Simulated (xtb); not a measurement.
hexanethiol (C6H14S), singlet, from a rough starting geometry; GFN2-xTB in xtb.

xtb was given this input:
```
$ xtb mol.xyz --gfn 2 --opt vtight --json

# file mol.xyz
21

C     -3.48140381     0.08169180    -0.30592949
C     -2.03074737     0.62909850    -0.59430663
C     -0.99505505    -0.22930566     0.09004136
C      0.36441987     0.29761563    -0.21380049
C      1.53237934    -0.55130008     0.57164682
C      2.88760607    -0.05039898     0.17223001
S      4.16150326    -0.99605862     1.05663810
H     -3.62313839    -0.94293857    -0.56538156
H     -4.20202840     0.72403512    -0.78303589
H     -3.63461751     0.14735998     0.79689043
H     -1.88176177     0.55368307    -1.68208999
H     -1.95165320     1.64324205    -0.30095541
H     -1.06654774    -1.23000387    -0.19741859
H     -1.18711652    -0.23322802     1.21423533
H      0.63769134     0.25852668    -1.28233132
H      0.47536664     1.33862226     0.13710367
H      1.42244313    -1.65637205     0.21760087
H      1.35496266    -0.50656717     1.64145242
H      3.01348847     1.08023491     0.49228649
H      3.09364221    -0.09770638    -0.89893329
H      5.21547524    -0.37424582     0.60881028
```

Output, abridged:

```
   ID    Z sym.   atoms
    1    6 C      1-6
    2   16 S      7
    3    1 H      8-21

           -------------------------------------------------
          |                Calculation Setup                |
           -------------------------------------------------

           -------------------------------------------------
          |                 G F N 2 - x T B                 |
           -------------------------------------------------

          ...................................................
          :                      SETUP                      :
          :.................................................:
          :  # basis functions                  48          :
          :  # atomic orbitals                  47          :
          :  # shells                           29          :
          :  # electrons                        44          :
          :  max. iterations                   250          :
          :  Hamiltonian                  GFN2-xTB          :
          :  restarted?                      false          :
          :  GBSA solvation                  false          :
          :  PC potential                    false          :
          :  electronic temp.          300.0000000     K    :
          :  accuracy                    1.0000000          :
          :  -> integral cutoff          0.2500000E+02      :
          :  -> integral neglect         0.1000000E-07      :
          :  -> SCF convergence          0.1000000E-05 Eh   :
          :  -> wf. convergence          0.1000000E-03 e    :
          :  Broyden damping             0.4000000          :
          :  net charge                          0          :
          :  unpaired electrons                  0          :
          ...................................................

 iter      E             dE          RMSdq      gap      omega  full diag
   1    -23.4428065 -0.234428E+02  0.340E+00    5.48       0.0  T
   2    -23.5013361 -0.585296E-01  0.196E+00    4.88       1.0  T
   3    -23.5032870 -0.195088E-02  0.861E-01    4.78       1.0  T
   4    -23.5041022 -0.815236E-03  0.280E-01    4.63       1.0  T
   5    -23.5042162 -0.113957E-03  0.115E-01    4.65       1.0  T
   6    -23.5042359 -0.197148E-04  0.306E-02    4.65       1.0  T
   7    -23.5042369 -0.964111E-06  0.122E-02    4.65       1.8  T
   8    -23.5042370 -0.120661E-06  0.337E-03    4.65       6.5  T
   9    -23.5042370 -0.284367E-08  0.104E-03    4.65      21.0  T
[...]
 * total energy  :   -23.2125301 Eh     change       -0.3655387E-10 Eh
 * total energy  :   -23.2311567 Eh     change       -0.1862661E-01 Eh
 * total energy  :   -23.2338591 Eh     change       -0.2702334E-02 Eh
 * total energy  :   -23.2340689 Eh     change       -0.2097934E-03 Eh
 * total energy  :   -23.2340937 Eh     change       -0.2485881E-04 Eh
 * total energy  :   -23.2341018 Eh     change       -0.8099095E-05 Eh
 * total energy  :   -23.2341076 Eh     change       -0.5765996E-05 Eh
 * total energy  :   -23.2341115 Eh     change       -0.3928006E-05 Eh
 * total energy  :   -23.2341143 Eh     change       -0.2759504E-05 Eh
 * total energy  :   -23.2341148 Eh     change       -0.5219315E-06 Eh
 * total energy  :   -23.2341149 Eh     change       -0.1260073E-06 Eh
 * total energy  :   -23.2341150 Eh     change       -0.4515006E-07 Eh
   *** GEOMETRY OPTIMIZATION CONVERGED AFTER 12 ITERATIONS ***
         :: total energy             -23.234114966496 Eh    ::
[...]
 ---------------------------------------------------------------------------
     1   6 C    3.996 --     2 C    1.019    10 H    0.988     8 H    0.988
                             9 H    0.987
     2   6 C    3.997 --     1 C    1.019     3 C    1.008    11 H    0.979
                            12 H    0.979
     3   6 C    3.997 --     2 C    1.008     4 C    1.006    13 H    0.977
                            14 H    0.977
     4   6 C    3.997 --     3 C    1.006     5 C    1.001    15 H    0.977
                            16 H    0.977
     5   6 C    3.994 --     6 C    1.015     4 C    1.001    17 H    0.976
                            18 H    0.976
     6   6 C    3.976 --     5 C    1.015     7 S    0.986    20 H    0.978
                            19 H    0.978
     7  16 S    1.997 --     6 C    0.986    21 H    0.965
     8   1 H    0.999 --     1 C    0.988
     9   1 H    0.998 --     1 C    0.987
    10   1 H    0.999 --     1 C    0.988
    11   1 H    0.999 --     2 C    0.979
    12   1 H    0.999 --     2 C    0.979
    13   1 H    0.999 --     3 C    0.977
    14   1 H    0.999 --     3 C    0.977
    15   1 H    0.999 --     4 C    0.977
    16   1 H    0.999 --     4 C    0.977
    17   1 H    0.998 --     5 C    0.976
    18   1 H    0.998 --     5 C    0.976
    19   1 H    0.998 --     6 C    0.978
    20   1 H    0.998 --     6 C    0.978
    21   1 H    0.975 --     7 S    0.965
 ---------------------------------------------------------------------------

Topologies differ in total number of bonds
Writing topology from bond orders to xtbtopo.mol

molecular dipole:
                 x           y           z       tot (Debye)
 q only:       -0.272       0.452      -0.375
   full:       -0.324       0.690      -0.567       2.415
molecular quadrupole (traceless):
                xx          xy          yy          xz          yz          zz
 q only:        1.168       5.421      -0.583      -4.287       1.442      -0.585
  q+dip:       -1.534       8.822       0.432      -7.372       3.802       1.102
   full:        0.040       8.692      -0.124      -7.064       2.765       0.084

optimized geometry written to: xtbopt.xyz

           -------------------------------------------------
          | TOTAL ENERGY              -23.234114966496 Eh   |
          | GRADIENT NORM               0.000062943355 Eh/α |
          | HOMO-LUMO GAP               4.484811804656 eV   |
           -------------------------------------------------
```
